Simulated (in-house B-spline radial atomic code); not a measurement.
A run on Al II (Al+) (an excited or competing configuration) that did not converge. Method: scalar-relativistic (X2C) wB97X, spin-polarised, spherical fractional occupations, exact exchange averaged over the configuration, Fermi nucleus of rms radius 3.061 fm; computed with an all-electron radial atomic-structure program (B-spline basis).

Command:
```bash
python run_scf.py task.json out
```
Settings (nuclear radius in fm, mass in u):
```
Z                13
configuration    [He] 2s1 2p6 3s2 4f1
hamiltonian      x2c
method           wb97x
spin_polarised   True
nucleus          fermi
rms_radius       3.061
atomic_mass      26.98154
speed_of_light   137.035999084
exact_exchange   averaged over the configuration
```

First and last ten iterations of the last attempt (damped for 15 steps, keeping 80 % of the old Fock matrix, then DIIS):
```
 iter        energy (Eh)    residual
    1        -236.798117    2.26e-01
    2        -237.744969    9.60e-02
    3        -237.806827    6.94e-02
    4        -237.840198    5.00e-02
    5        -237.858141    3.60e-02
    6        -237.867723    2.59e-02
    7        -237.872882    1.86e-02
    8        -237.875639    1.34e-02
    9        -237.877151    9.62e-03
   10        -237.877932    6.93e-03
  111        -237.879212    2.57e-06
  112        -237.879212    2.79e-06
  113        -237.879212    2.76e-06
  114        -237.879212    1.41e-06
  115        -237.879212    7.02e-07
  116        -237.879212    4.00e-07
  117        -237.879212    3.60e-07
  118        -237.879212    3.61e-07
  119        -237.879212    3.64e-07
  120        -237.879212    5.49e-07
 not converged after 120 iterations
```

The smallest residual met was 3.6e-07; the threshold is about 1e-07. Over the last five steps the energy moves by less than 1e-08 hartree, but the orbitals didn't meet the threshold. Cost of the run: 8.2 s on 1 thread of Intel(R) Xeon(R) 6975P-C (shared host).
